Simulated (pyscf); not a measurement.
H₂N–CH₂–CH₂–Al(NH₂)–NH₂ → H₃C–CH₂–NH–Al(NH₂)–NH₂ (concerted two-bond exchange; singlet surface; H–N, Al–C broken, Al–N, C–H formed). PySCF, gas phase, ωB97X-D3(BJ)/def2-SVP geometries. Energies in eV from the reactant's lowest minimum found.

| level | barrier | reaction energy |
|---|---|---|
| ωB97X-D3(BJ)/def2-TZVP | 2.45 | -0.36 |
| r²SCAN/def2-TZVP | (withheld) | -0.44 |
| B3LYP-D3(BJ)/def2-TZVP | (withheld) | (withheld) |
| PBE0-D3(BJ)/def2-TZVP | 2.29 | -0.38 |
| M06-2X/def2-TZVP | 2.37 | -0.45 |
| HF/def2-TZVP | 3.04 | -0.65 |

**Question.** Some entries are withheld; supply them.

**Answer.** 
- r²SCAN/def2-TZVP, barrier: 2.21
- B3LYP-D3(BJ)/def2-TZVP, barrier: 2.38
- B3LYP-D3(BJ)/def2-TZVP, reaction energy: -0.50

The functionals in the table span 0.23 eV in this barrier, from r²SCAN to ωB97X-D3(BJ)/def2-TZVP. On the product side the descent ends in a point that may be a rotor saddle (no frequency run), 0.06 eV over the lowest minimum found and 2.75 eV under the saddle at ωB97X-D3(BJ)/def2-TZVP. What is counted as formed (Al–N) is already present as a longer contact in the reactant adduct; forming that adduct is a step of its own. H₂N–CH₂–CH₂–Al(NH₂)–NH₂ is closed by a dative Al–N contact. This is the saddle that the search found; another between the same sides may lie lower.
